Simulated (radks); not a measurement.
Results of a calculation; reference values are marked as such.
Ionisation of O+, [He] 2s2 2p3, to O2+, [He] 2s2 2p2, under several functionals. Non-relativistic Kohn-Sham, spin-polarised, spherical densities, point nucleus; open shells are filled with parallel spins first; a radial shooting solver on a logarithmic mesh with Libxc functionals. Known Delta-SCF values: B86b exchange with PBE correlation 35.551 eV; BP86 35.526 eV. What does r2SCAN give, and what is its highest occupied eigenvalue?

Answer. 36.329 eV by Delta-SCF; the 2p eigenvalue is -27.300 eV. NIST: 35.121 eV (measured).
